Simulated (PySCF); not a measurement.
Al(Me)(OMe)(PH2) (C₂H₈AlOP), SMILES C[O][Al]([CH3])[PH2].

The structure is a stationary point at PBE-D3(BJ)/def2-SVP. The structure was generated by enumeration; whether it is a known compound was not checked. Other conformers were not sampled.

Two levels are set side by side: TDA-PBE/def2-SVPD (PySCF) and TDA-B3LYP/def2-SVPD (PySCF). Vertical, same geometry. The lowest singlet is HOMO→LUMO 73 %, HOMO→LUMO+1 23 % with PBE and HOMO→LUMO+1 57 %, HOMO→LUMO 39 % with the other functional; states are paired by order. Differences are taken from unrounded values.

```csv
quantity,TDA-B3LYP,TDA-PBE,TDA-PBE minus TDA-B3LYP
lowest singlet excitation (eV),5.27,4.92,-0.36
lowest triplet excitation (TDA) (eV),4.68,4.37,-0.31
first bright state (f over 0.05) (eV),5.48,5.11,-0.37
its oscillator strength,0.14,0.10,-0.04
```

Functionals without exact exchange tend to place singlet excitations lower, as here. Differences between two approximate levels are no errors against the true value.

Rough cost on one machine, each run with all the roots and properties that it gave: TDA-B3LYP against TDA-PBE about 2 times.
